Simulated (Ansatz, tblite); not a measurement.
Spin states of Mg2Zn2, each relaxed with PBE/def2-SVP in Ansatz. Electronic energies in the gas phase.

The xTB rows come from tblite. Correlated methods freeze 20 core orbitals; core or outer-core shells of Mg are correlated, in sets that lack core-valence functions. The structure comes from a short search, and lower isomers may exist.

Singlet geometry (C2v within 0.1 Å):

```xyz
4

Mg    0.327    1.285   -1.250
Mg   -1.069    0.509    1.385
Zn   -0.673   -1.279   -0.734
Zn    1.416   -0.515    0.599
```

Triplet geometry (Cs within 0.1 Å):

```xyz
4

Mg    0.735    0.443   -1.223
Mg   -2.140    0.058   -1.011
Zn    1.960   -0.107    1.107
Zn   -0.555   -0.394    1.127
```

Quintet geometry (Cs within 0.1 Å):

```xyz
4

Mg    2.094    1.338    0.262
Mg   -1.155    1.019   -0.176
Zn    0.786   -0.826    0.130
Zn   -1.725   -1.530   -0.216
```

⟨S²⟩: triplet 2.03 at PBE0/def2-TZVP (pure 2.00), quintet 6.02 at PBE0/def2-TZVP (pure 6.00).

Run but left out: HF/STO-3G (singlet: restricted singlet, unstable in another Hartree–Fock run and untested here); HF/def2-TZVP (singlet: restricted singlet, unstable towards broken spin symmetry); GFN2-xTB (tight binding far off the other levels).

Only these spin states were relaxed. The triplet has other bonds than the singlet, so the gap mixes isomer and spin. The quintet has other bonds than the singlet, so the gap mixes isomer and spin.

(1) Estimate which spin state lies lowest at each of these levels, and by how much: GFN1-xTB; PBE/def2-TZVP; r2SCAN/def2-TZVP; B97M-V/def2-TZVP; PBE0/def2-TZVP; r2SCAN0/def2-TZVP; ωB97M-V/def2-TZVP; RPA@PBE/def2-TZVP.

Answers

(1) 
| level | triplet − singlet (kJ/mol) | quintet − singlet (kJ/mol) | lowest of these |
| --- | --- | --- | --- |
| GFN1-xTB | 298.3 | 803.3 | singlet |
| PBE/def2-TZVP | 132.1 | 300.8 | singlet |
| r2SCAN/def2-TZVP | 111.4 | 252.6 | singlet |
| B97M-V/def2-TZVP | 132.2 | 303.9 | singlet |
| PBE0/def2-TZVP | 128.8 | 285.1 | singlet |
| r2SCAN0/def2-TZVP | 112.5 | 250.9 | singlet |
| ωB97M-V/def2-TZVP | 160.3 | 342.5 | singlet |
| RPA@PBE/def2-TZVP | 135.2 | 298.6 | singlet |

Change of the quintet − singlet gap on mixing in exact exchange, in kJ/mol: PBE to PBE0 (25 % exact exchange) -15.7; r2SCAN to r2SCAN0 (25 % exact exchange) -1.7. The xTB methods have no term that favours high spin, so they put low spin too low.
